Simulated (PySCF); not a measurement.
Computed with PBE0/[Os def2-TZVP with ECP60, S def2-TZVP, Cl def2-TZVP], scalar-relativistic core potentials, density fitting, no spin–orbit coupling, PySCF. Open shells, if any, are unrestricted.

Question: What shape and geometry does isolated singlet OsSCl₂ take (every ligand bound to Os)?

Answer: Formally Os is in oxidation state +4, d4, with 0 unpaired electrons (the high-spin count would be 4). The polar-tensor charge on Os, 1.18, is far below the formal one. The lowest minimum found is a singlet of C2v symmetry with Os–Cl 2.189 Å (×2), Os–S 2.012 Å; Cl–Os–Cl 118.0°, Cl–Os–S 121.0° (×2). Its harmonic wavenumbers are 110 (b1), 113 (b2), 116 (a1), 417 (b2), 423 (a1), 617 (a1) cm⁻¹ and its dipole moment is 1.43 D.

This need not be the most stable arrangement of these atoms. With an element this heavy the missing spin–orbit coupling can shift these numbers.
